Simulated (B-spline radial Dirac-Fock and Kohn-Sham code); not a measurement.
X-ray form factors of lutetium in several charge states

Model: Dirac-Fock orbitals of the configuration average with a finite nucleus. Program: a radial atomic solver.

Configurations: Lu⁵³⁺ [Ne] 3s2 3p6; Lu⁵⁵⁺ [Ne] 3s2 3p4; Lu⁵⁸⁺ [Ne] 3s2 3p1; Lu⁵⁹⁺ [Ne] 3s2; Lu⁶⁰⁺ [Ne] 3s1. The first column is f₀ of Lu⁵³⁺, the others are differences from it.

```
s (Å⁻¹)   Lu⁵³⁺  Δ Lu⁵⁵⁺  Δ Lu⁵⁸⁺  Δ Lu⁵⁹⁺  Δ Lu⁶⁰⁺
      0  18.000   -2.000   -5.000   -6.000   -7.000
   0.05  17.993   -1.998   -4.996   -5.995   -6.994
    0.1  17.970   -1.993   -4.983   -5.980   -6.977
   0.15  17.933   -1.985   -4.963   -5.956   -6.949
    0.2  17.881   -1.973   -4.934   -5.922   -6.909
   0.25  17.815   -1.958   -4.898   -5.878   -6.859
    0.3  17.735   -1.940   -4.853   -5.826   -6.797
   0.35  17.640   -1.918   -4.801   -5.764   -6.725
    0.4  17.532   -1.894   -4.742   -5.693   -6.643
   0.45  17.411   -1.866   -4.675   -5.614   -6.552
    0.5  17.278   -1.836   -4.602   -5.527   -6.450
    0.6  16.974   -1.768   -4.436   -5.329   -6.221
    0.7  16.627   -1.690   -4.247   -5.104   -5.959
    0.8  16.240   -1.605   -4.038   -4.855   -5.670
    0.9  15.820   -1.512   -3.812   -4.587   -5.357
      1  15.371   -1.414   -3.573   -4.302   -5.025
    1.1  14.900   -1.313   -3.324   -4.005   -4.680
    1.2  14.413   -1.209   -3.070   -3.702   -4.326
    1.4  13.410   -1.001   -2.556   -3.088   -3.610
    1.6  12.404   -0.800   -2.057   -2.492   -2.913
```

Values without a named source are computed, but for edge energies of neutral atoms, which are taken from tables.
